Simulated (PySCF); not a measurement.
# Multinuclear NMR of C$_{3}$H$_{9}$OPSi$_{3}$

Molfile (atoms numbered from 1):
```
C3H9OPSi3
     RDKit          3D

 17 16  0  0  0  0  0  0  0  0999 V2000
    3.0320    0.3330    2.1805 O   0  0  0  0  0  0  0  0  0  0  0  0
    2.6386   -0.0158    1.0855 C   0  0  0  0  0  0  0  0  0  0  0  0
    3.8561   -0.6771   -0.2655 Si  0  0  0  0  0  4  0  0  0  0  0  0
    1.2757    0.0040    0.6762 C   0  0  0  0  0  0  0  0  0  0  0  0
    0.1511   -0.0310    0.2208 C   0  0  0  0  0  0  0  0  0  0  0  0
   -1.6138   -0.0755   -0.3394 Si  0  0  2  0  0  4  0  0  0  0  0  0
   -2.7373    1.8393    0.3820 Si  0  0  0  0  0  4  0  0  0  0  0  0
   -2.3519   -2.0455    0.4736 P   0  0  0  0  0  0  0  0  0  0  0  0
    3.6223    0.1068   -1.4784 H   0  0  0  0  0  0  0  0  0  0  0  0
    5.2035   -0.5065    0.2644 H   0  0  0  0  0  0  0  0  0  0  0  0
    3.5173   -2.0805   -0.4942 H   0  0  0  0  0  0  0  0  0  0  0  0
   -1.5551   -0.2844   -1.7992 H   0  0  0  0  0  0  0  0  0  0  0  0
   -2.5576    2.9323   -0.5743 H   0  0  0  0  0  0  0  0  0  0  0  0
   -2.2655    2.2914    1.6914 H   0  0  0  0  0  0  0  0  0  0  0  0
   -4.1786    1.5873    0.4984 H   0  0  0  0  0  0  0  0  0  0  0  0
   -3.6907   -1.7258    0.3209 H   0  0  0  0  0  0  0  0  0  0  0  0
   -2.3529   -1.6399    1.7967 H   0  0  0  0  0  0  0  0  0  0  0  0
  1  2  2  0
  2  3  1  0
  2  4  1  0
  4  5  3  0
  5  6  1  0
  6  7  1  0
  6  8  1  0
  3  9  1  0
  3 10  1  0
  3 11  1  0
  6 12  1  6
  7 13  1  0
  7 14  1  0
  7 15  1  0
  8 16  1  0
  8 17  1  0
M  END
```

Theory: geometry from GFN2-xTB, shielding tensors at PBE0/pcSseg-1 (GIAO), in PySCF 2.14 (no relativistic terms, rapidly exchanging positions averaged, single conformer, no solvent).

Task: Where does 31P resonate?

Result: 
| atoms | environment | σ (ppm) | δ (ppm) |
| --- | --- | --- | --- |
| P8 | phosphorus bonded to Si, 2 H | 607.4 | -233.1 |

Shieldings were converted by a linear fit to measured shifts: 31P: δ = 270.09 − 0.828σ (rms 18.1 ppm, 64 shifts vs H3PO4, solution or neat liquid). Occasional misses reach two or three times the rms, and more in compound classes unlike the fitted ones.

On a 500 MHz spectrometer 31P resonates near 202.4 MHz, so 1 ppm is 202.4 Hz.

Task: What are the 29Si shifts?

Result: 
```json
{"atoms": "Si3", "environment": "silicon bonded to C, 3 H", "σ (ppm)": "420.7", "δ (ppm)": "-65.8"}
{"atoms": "Si6", "environment": "silicon bonded to C, P, Si, H", "σ (ppm)": "427.1", "δ (ppm)": "-71.1"}
{"atoms": "Si7", "environment": "silicon bonded to Si, 3 H", "σ (ppm)": "453.7", "δ (ppm)": "-93.0"}
```

Shieldings were converted by a linear fit to measured shifts: 29Si: δ = 279.94 − 0.822σ (rms 8.9 ppm, 72 shifts, 25.8 ppm with the 6 outliers that the fit left out vs TMS, solution or neat liquid). Occasional misses reach two or three times the rms, and more in compound classes unlike the fitted ones.

On a 300 MHz spectrometer 29Si resonates near 59.6 MHz, so 1 ppm is 59.6 Hz.

Task: Predict the 17O NMR data.

Result: 
| atoms | environment | σ (ppm) | δ (ppm) |
| --- | --- | --- | --- |
| O1 | carbonyl oxygen | -602.3 | 815.3 |

Shieldings were converted by a linear fit to measured shifts: 17O (scatter 10.7 ppm rms, 12.2 ppm with the 3 outliers that the fit left out vs liquid water, solution or neat liquid). A few per cent of atoms miss by over 2 rms, more outside the fitted compound classes.

On a 500 MHz spectrometer 17O resonates near 67.8 MHz, so 1 ppm is 67.8 Hz.
